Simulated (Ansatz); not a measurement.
Relaxation of BClH$_{5}$NOSn (10 atoms, charge 0, multiplicity 1), to a largest force component of 0.015 eV/Å in at most 40 steps.

All numbers below come from RKS r2SCAN-D4/def2-SVP in Ansatz.

```xyz
10
Properties=species:S:1:pos:R:3:forces:R:3
N -1.949 -0.220 0.108 -0.16 2.22 -1.10
B -0.852 -0.455 -0.859 -1.40 0.52 1.66
Sn 1.177 0.191 -0.351 1.37 -0.63 -0.56
O 1.835 -0.678 1.347 -2.63 1.06 1.92
Cl 1.245 2.519 -0.069 -0.02 0.51 0.16
H -2.018 0.874 0.254 0.23 -2.61 -0.08
H -1.723 -0.618 1.012 0.11 0.15 0.54
H -1.012 -0.992 -1.887 -0.28 -0.47 -0.94
H 2.314 -0.247 -1.580 0.24 0.15 0.26
H 1.066 -0.425 2.027 2.53 -0.89 -1.85
```

Question: Where does it end, and by what steps?

Answer: The forces met the threshold. The force dipped under the threshold on the way, but the program's further checks kept it going. After 30 steps the energy has fallen by 2.194 eV; H6 moved furthest, 1.54 Å.

```
step  energy less start (eV)  largest force component (eV/Å)  accepted
   0                  0.0000                           2.625       yes
   2                 -0.5840                           0.570       yes
   4                 -0.9369                           2.290       yes
   6                 -1.5476                           2.258       yes
   8                 -1.9214                           0.430       yes
  10                 -1.9845                           0.242       yes
  12                 -1.9978                           0.285       yes
  14                 -2.0048                           0.180       yes
  16                 -2.0276                           1.108       yes
  18                 -2.0816                           0.790       yes
  20                 -2.1546                           0.330       yes
  22                 -2.1801                           0.355       yes
  24                 -2.1873                           0.394        no
  26                 -2.1923                           0.069        no
  28                 -2.1935                           0.023       yes
  30                 -2.1935                           0.005       yes
```

```xyz
10
Properties=species:S:1:pos:R:3
N -1.683 -0.385 0.164
B -0.997 -0.067 -0.991
Sn 1.183 0.149 -0.470
O 0.908 -0.435 1.438
Cl 1.862 2.430 -0.311
H -2.690 -0.515 0.204
H -1.193 -0.502 1.053
H -1.525 0.083 -2.062
H 2.597 -0.624 -1.063
H 1.621 -0.185 2.041
```

Whether the end is a true minimum wasn't checked by a vibrational analysis.

Time of the run: 2.1 min on 2 threads of Intel(R) Xeon(R) Platinum 8259CL CPU @ 2.50GHz (Skylake/Cascade Lake), on a shared host, peak memory 0.22 GiB.
